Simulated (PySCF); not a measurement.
Computed vibrations of [WOCl3]+

[WOCl3]+ (singlet). PySCF 2.14.0, RKS PBE0, W def2-SVP with ECP60, O def2-SVP, Cl def2-SVP; non-relativistic Hamiltonian with scalar-relativistic core potentials where named; density fitting; no spin-orbit coupling. Central differences of gradients.

```xyz
5

W     0.0934    0.0000    0.0898
O     1.2900    0.0000    1.2397
Cl    0.3693    1.8238   -1.1058
Cl   -1.8198    0.0002    1.1720
Cl    0.3690   -1.8240   -1.1056
```

Run from Python with OMP_NUM_THREADS=2. Where DIIS fails, smearing, a level shift and second-order steps follow.
It took 78 s on 2 threads of Intel(R) Xeon(R) Platinum 8259CL CPU @ 2.50GHz (Skylake/Cascade Lake), with other jobs on the host.

(1) What are the harmonic wavenumbers and infrared intensities?

(2) Is this a minimum?

## Answers

(1) Modes are labelled in C3v; negative numbers are unstable modes, those under 60 cm⁻¹ near the noise; a finer grid moves soft modes by up to 10 cm⁻¹.
```
cm⁻¹  km/mol  symmetry
 122     0.0         e
 122     0.0         e
 136     0.1        a1
 251     0.7         e
 251     0.7         e
 454     6.1        a1
 476    58.0         e
 476    58.0         e
1112    82.1        a1
```

(2) Yes. Ideal gas at 298.15 K and 1 bar: S = 354.5 J/(mol K), Cp = 89.9 J/(mol K), H − H(0 K) = 19.9 kJ/mol (rigid rotor, harmonic modes, spin degeneracy alone).
